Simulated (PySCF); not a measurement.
**Dipole response of Lu⁵²⁺ (lutetium, charge +52)**

[Ar] 3d1, 2D determinant. Calculation: PySCF 2.14, in an uncontracted even-tempered set (17 s from 12 bohr⁻², ratio 2.5; 12 p from 16 bohr⁻², ratio 2.5; 7 d from 16 bohr⁻², ratio 2.5; 4 f from 55 bohr⁻², ratio 2.7; 3 g from 83 bohr⁻², ratio 2.7); the spin-free X2C one-electron Hamiltonian (Gaussian nucleus). Coupled (time-dependent) response in atomic units; α is the mean over directions.

| method | mean α (bohr³) | α xx, yy, zz | C₆ (like pair) | S(−4) |
| --- | --- | --- | --- | --- |
| UHF | 0.004249 | 0.004109, 0.004109, 0.004528 | 0.0002922 | 1.393e-05 |
| PBE0 | 0.004233 | 0.004095, 0.004095, 0.004509 | 0.0002910 | 1.380e-05 |

S(−4) is the Cauchy moment in α(ω) = α(0) + S(−4) ω² + …

Spin-orbit coupling is absent.

α(iu) at PBE0:

```
u (hartree)  α(iu) (bohr³)
          0       0.004233
       2.00       0.004179
       4.00       0.004025
       8.00       0.003523
       12.0       0.002950
       16.0       0.002443
       20.0       0.002041
       30.0       0.001406
       40.0       0.001072
       60.0      0.0007401
        100      0.0004546
```

A single London oscillator, α(iu) = α/(1 + u²/ω²), gives C₆ = (3/4) ω α². Matching the computed C₆ needs ω = 4 × 0.0002910 / (3 × 0.004233²) = 21.7 hartree.

For an ion, C₆ is the dispersion term alone; charge-induced terms of lower order in 1/R come first.

The components differ because the open shell of this determinant is not spherical; for a pure term their mean is the scalar polarisability.

Spin-orbit coupling, absent here, splits the open shell strongly.
